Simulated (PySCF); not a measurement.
## Dipole response of I⁻ (iodine, charge -1)

[Xe], closed-shell 1S. All numbers are calculated (PySCF 2.14, scalar relativity by spin-free X2C-1e, in aug-cc-pVQZ-DK3 (9s8p6d3f2g, 102 functions)). Coupled (time-dependent) response in atomic units; α is the mean over directions.

```tsv
method	mean α (bohr³)	C₆ (like pair)	S(−4)
wB97X	66.83	951.2	1189
```

S(−4) is the Cauchy moment in α(ω) = α(0) + S(−4) ω² + …

α(iu) at wB97X:

| u (hartree) | α(iu) (bohr³) |
| --- | --- |
| 0 | 66.83 |
| 0.0500 | 64.04 |
| 0.100 | 57.39 |
| 0.200 | 42.48 |
| 0.300 | 31.15 |
| 0.500 | 18.16 |
| 0.750 | 10.71 |
| 1.00 | 7.085 |
| 1.50 | 3.841 |
| 2.00 | 2.469 |
| 3.00 | 1.318 |
| 5.00 | 0.5783 |

For an ion, C₆ is the dispersion term alone; charge-induced terms of lower order in 1/R come first.
